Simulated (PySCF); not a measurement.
Si(H)(F)(Br)(NH2) (BrFH3NSi), SMILES N[SiH](F)Br.

The structure is a stationary point at PBE0-D3(BJ)/def2-SVP. The structure was generated by enumeration, and PubChem lists no compound with its InChIKey, so it may never have been made. One conformer was computed; it need not be the lowest.

The numbers are results of TDDFT-PBE/def2-SVPD run with PySCF, not measurements.

Vertical excitations. The molecule is in vacuum.

```tsv
state	energy (eV)	λ (nm)	f	main pairs
S1	6.23	199	0.005	HOMO→LUMO 98 %
S2	6.47	192	0.015	HOMO→LUMO+1 98 %
S3	6.97	178	0.038	HOMO−1→LUMO 97 %
S4	7.01	177	0.022	HOMO−1→LUMO+1 91 %
S5	7.08	175	0.002	HOMO−2→LUMO 78 %, HOMO−2→LUMO+1 19 %
S6	7.18	173	0.052	HOMO−2→LUMO+1 75 %, HOMO−2→LUMO 20 %
S7	7.35	169	0.037	HOMO→LUMO+2 51 %, HOMO→LUMO+3 42 %
S8	7.46	166	0.043	HOMO→LUMO+3 54 %, HOMO→LUMO+2 33 %
S9	7.65	162	0.006	HOMO−1→LUMO+2 93 %
S10	7.68	161	0.006	HOMO→LUMO+4 93 %
T1	6.07	204	0	HOMO→LUMO 98 %
T2	6.15	202	0	HOMO→LUMO+1 98 %
T3	6.52	190	0	HOMO−1→LUMO 99 %
T4	6.71	185	0	HOMO−2→LUMO 87 %
```
Triplets are in the Tamm–Dancoff approximation, which puts them higher than full response would, so one can lie above its singlet here.
